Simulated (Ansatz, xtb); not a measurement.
Spectroscopic constants of ZrSb, multiplicity 2 (lowest of 2S+1 = 2, 4, 6, 8 at PBE0/def2-TZVPP; our sources give no spin for the ground state, which may be another). No spin–orbit coupling.

Seven points along R, fitted to fifth degree in 1/R; most abundant isotopes. Runs in def2 and cc sets follow the lowest solution found near the PBE0 minimum.

Programs: Ansatz (a first-principles code); xtb for the GFN methods. Values without a source in brackets are computed. In def2 rows elements past Kr take small-core potentials, without spin–orbit coupling. The GFN methods have no spin term and hold the electronic entropy of 300 K.

```
level             r_e (Å)  ω_e (cm⁻¹)  α_e (cm⁻¹)  ω_e x_e (cm⁻¹)  dipole (D)
----------------  -------  ----------  ----------  --------------  ----------
GFN1-xTB            2.609         382     0.00015             1.2           -
GFN2-xTB            2.606         362     0.00016             1.2           -
SVWN5/def2-TZVPP    2.498         304     0.00012            0.55        4.28
```
